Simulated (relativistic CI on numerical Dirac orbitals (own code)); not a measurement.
# Ligand-field terms of d5

Computed with a parametric ligand-field model of a d^n configuration (Racah B and C, spin-orbit zeta, crystal field), exact diagonalisation.

Field parameters in Wybourne normalisation: Oh B⁴₀ = 21Dq, B⁴₄ = √(5/14) B⁴₀; Td as Oh with Dq negative (B⁴₀ = 21Dq, B⁴₄ = √(5/14) B⁴₀). The field is a parameter set, without covalency.

Question: Ground term and bands for B = 350, C = 1710, ζ = 0 cm⁻¹, Td, 10Dq = -9650 cm⁻¹?

Answer: Ground term 6A1 with 2.00 electrons in the two orbitals of the cubic e set. Spin-allowed: none. Lowest spin-forbidden: 2T2 1842 cm⁻¹, 4T1 3835 cm⁻¹ (2607 nm), 4T2 6280 cm⁻¹ (1592 nm). A high-spin d5 ion has no spin-allowed d-d band, hence its pale colour.

Question: Ground term and bands for B = 500, C = 1990, ζ = 0 cm⁻¹, Oh, 10Dq = 8250 cm⁻¹?

Answer: Ground term 6A1 with 2.00 electrons in the two orbitals of the cubic e set. Spin-allowed: none. Lowest spin-forbidden: 4T1 8222 cm⁻¹ (1216 nm), 2T2 8944 cm⁻¹ (1118 nm), 4T2 11350 cm⁻¹ (881 nm). A high-spin d5 ion has no spin-allowed d-d band, hence its pale colour.

Question: Ground term and bands for B = 730, C = 3250, ζ = 0 cm⁻¹, Oh, 10Dq = 12300 cm⁻¹?

Answer: Ground term 6A1 with 2.00 electrons in the two orbitals of the cubic e set. Spin-allowed: none. Lowest spin-forbidden: 4T1 13759 cm⁻¹ (727 nm), 2T2 15795 cm⁻¹ (633 nm), 4T2 18255 cm⁻¹ (548 nm). A high-spin d5 ion has no spin-allowed d-d band, hence its pale colour.

Question: Ground term and bands for B = 820, C = 4160, ζ = 0 cm⁻¹, Oh, 10Dq = 3900 cm⁻¹?

Answer: Ground term 6A1 with 2.00 electrons in the two orbitals of the cubic e set. Spin-allowed: none. Lowest spin-forbidden: 4T1 27249 cm⁻¹ (367 nm), 4T2 28619 cm⁻¹ (349 nm), 4A1+E 29000 cm⁻¹ (345 nm). A high-spin d5 ion has no spin-allowed d-d band, hence its pale colour.

Question: Ground term and bands for B = 800, C = 2900, ζ = 0 cm⁻¹, Td, 10Dq = -2250 cm⁻¹?

Answer: Ground term 6A1 with 2.00 electrons in the two orbitals of the cubic e set. Spin-allowed: none. Lowest spin-forbidden: 4T1 21515 cm⁻¹ (465 nm), 4T2 22356 cm⁻¹ (447 nm), 4A1+E 22500 cm⁻¹ (444 nm). A high-spin d5 ion has no spin-allowed d-d band, hence its pale colour.
